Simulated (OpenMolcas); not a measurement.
Computed levels of 5d³ in ions with 71 electrons, in cm-1 above ⁴F_3/2.

* Program: OpenMolcas 26.06
* Method: CASSCF
* Basis: ANO-RCC-VTZP
* Scalar Hamiltonian: DKH2, point nucleus
* Spin-orbit coupling: RASSI with atomic mean-field integrals over the reference wave functions, term energies averaged over their components

Active space for each ion: 3 electrons in 5 orbitals (5d).

```tsv
Level	Ta2+	Re4+	Os5+	Ir6+	Pt7+
⁴F_5/2	2329	4584	6133	7994	9955
⁴F_7/2	4796	8870	11431	14378	17354
⁴P_1/2	12495	17058	19345	22033	24747
²G_7/2	14608	21260	24890	29232	33704
⁴P_5/2	15850	23142	27080	31617	36146
²P_1/2	19280	27985	32659	38132	43662
²H_11/2	20508	29795	34711	40443	46210
²D_5/2(1)	22515	32771	38168	44415	50648
²P_3/2	24803	37405	44317	52318	60339
```

Task: Estimate ⁴F_7/2, ⁴P_1/2, ²G_7/2 for W3+ from its neighbours Ta2+ and Re4+.

Result: ⁴F_7/2 is fine structure, which grows about as the fourth power of a screened charge, so the fourth roots are averaged: ((4796^0.25 + 8870^0.25) / 2)^4 = 6600. The calculation gives 6728, so the estimate is off by -1.9 %; the measured value is 6745 (the list in J. Phys. B 45, 035001 (2012)).
⁴P_1/2 is another term, which grows about linearly with the charge: (12495 + 17058) / 2 = 14776. The calculation gives 14819, so the estimate is off by -0.3 %; the measured value is 11773 (the list in J. Phys. B 45, 035001 (2012)).
²G_7/2 is another term, which grows about linearly with the charge: (14608 + 21260) / 2 = 17934. The calculation gives 17915, so the estimate is off by +0.1 %; the measured value is 15261 (the list in J. Phys. B 45, 035001 (2012)).

Mixed levels, with the weight of the term that names them: Ta2+ ²P_3/2 (58 %), W3+ ²P_3/2 (58 %), Re4+ ²P_3/2 (58 %), Os5+ ⁴P_1/2 (75 %), Os5+ ²P_1/2 (75 %), Os5+ ²P_3/2 (58 %), Ir6+ ⁴P_1/2 (73 %), Ir6+ ²P_1/2 (73 %), Ir6+ ²P_3/2 (58 %), Pt7+ ⁴P_1/2 (71 %), Pt7+ ²P_1/2 (71 %), Pt7+ ²P_3/2 (58 %).

Without dynamic correlation excited terms often stand tens of per cent too high (terms of higher spin than the ground term too low), and those without a measured partner can miss by more than the paired ones. Terms from blocks run as CI alone lack orbitals of their own. Configurations with an s electron lie low in 5d ions of this charge, fall among these levels and mix in, so low-spin terms can stand far too high, up to twice their true height, and weights are not those of the real levels (holds for Ta2+). Some levels mix across a computed gap that differs much from the measured one, so their mixing is not that of the real levels (holds for W3+). Computed and measured levels are paired by configuration, term and J; levels that our copy of the source lacks, or whose pairing is in doubt (as where it misses far off the trend of its configuration), stay unpaired and out of the deviations. Only configurations of the active space appear.

A number in round brackets counts repeated terms of one configuration in the order of the reference energies.
